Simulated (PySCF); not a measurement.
CH8O3Si2, SMILES O[Si]([SiH2]O)(O)C.

The structure is a stationary point at TPSSh-D3(BJ)/def2-SVP. This is a generated structure with no PubChem entry under its InChIKey; it may be hypothetical. Other conformers were not sampled.

The numbers are results of PySCF with SMD-B3LYP/6-31G*, not measurements.

Solvation free energies are E(SMD) − E(gas) at the gas-phase geometry, for 1 M in both phases. In vacuum the dipole moment is 0.92 D.

| solvent | ΔG(solv) (kcal/mol) | its non-electrostatic (CDS) part | dipole (D) |
|---|---|---|---|
| water | -9.6 | 4.2 | 1.23 |
| ethanol | -11.0 | 1.3 | 1.17 |
| ethylethanoate | [?] | [?] | [?] |

Some entries are withheld; supply them. (Estimate from the structure and the level; the computed values follow.)


- ethylethanoate, ΔG(solv) (kcal/mol): -6.3
- ethylethanoate, its non-electrostatic (CDS) part: -1.8
- ethylethanoate, dipole (D): 1.02
